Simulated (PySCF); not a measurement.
Computed IR spectrum (relative IR intensity) of a molecule C₃H₈GeSi. Coordinates come from a r2SCAN-D4/def2-SVP optimisation. Other conformers were not sampled. Method: r2SCAN-D4/def2-SVP (PySCF). Frequencies are harmonic and unscaled.

ν (cm⁻¹): 334 (vw), 349 (w), 356 (vw), 411 (m), 488 (w), 606 (w), 630 (m), 652 (m), 668 (m), 699 (s), 792 (vs), 856 (vs), 877 (m), 934 (m), 937 (m), 1138 (vw), 1412 (w), 2121 (vs), 2141 (s), 2202 (w), 2213 (m), 2223 (s), 2237 (s), 3043 (vw), 3478 (s) (against the strongest line: vs over 80 %, s over 45 %, m over 15 %, w over 4 %, vw less)

Task: Which structure fits?
A) C=C=C[SiH2][GeH3]
B) C[C]1=C[SiH2][GeH2]1
C) C#C[Si@@H](C)[GeH3]
D) C#C[CH2][GeH2][SiH3]

Result: D, C#C[CH2][GeH2][SiH3]
